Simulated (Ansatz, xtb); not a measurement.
Ligand exchange: C2H5ClSi + SiH4 → C2H8Si2 + HCl

Species: C2H5ClSi `C=C[SiH2]Cl`, singlet; SiH4 (silane) `[SiH4]`, singlet; C2H8Si2 `C=C[SiH2][SiH3]`, singlet; HCl (hydrogen chloride), singlet. The partners trade Cl for SiH3: Si–Cl and H–SiH3 bonds give way to Si–SiH3 and H–Cl.

Shapes, held fixed at every level: PBE0-D4/def2-TZVP. Flexible molecules stand in one conformer, not always the lowest. Programs: Ansatz 0.2.0, xtb 6.7.1. The zero-point and thermal change to 298 K, harmonic and unscaled (PBE0-D4/def2-TZVP), is -1.5 kJ/mol.

| level | kind | ΔH(298 K) (kJ/mol) | less CCSD(T)/CBS estimate |
| --- | --- | --- | --- |
| GFN2-xTB | semi-empirical | +171.3 | +73.1 |
| B3LYP-D4/def2-TZVPP | global hybrid | +97.1 | -1.1 |
| r2SCAN0-D4/def2-TZVPP | global hybrid | +97.5 | -0.7 |
| wB97M-V/def2-TZVPP | range-separated hybrid | +103.9 | +5.7 |
| MP2/def2-SVP | perturbation theory | +100.6 | +2.4 |
| MP2/def2-TZVPP | perturbation theory | +105.4 | +7.2 |
| CCSD/def2-SVP | coupled cluster or CI | +95.2 | -3.0 |
| CCSD(T)/CBS estimate | coupled cluster or CI | +98.2 | 0.0 |

The highest level, CCSD(T)/CBS estimate, gives ΔH(298 K) = +98.2 kJ/mol; the levels span +95.2 to +171.3. GFN2-xTB strays far from the other rows. The column of differences is taken from that level and isn't an error. No measured value is set beside it here. The CBS estimate extrapolates MP2 from def2-TZVPP and def2-QZVPP and adds CCSD(T) − MP2 in the triple-zeta set, cores frozen.
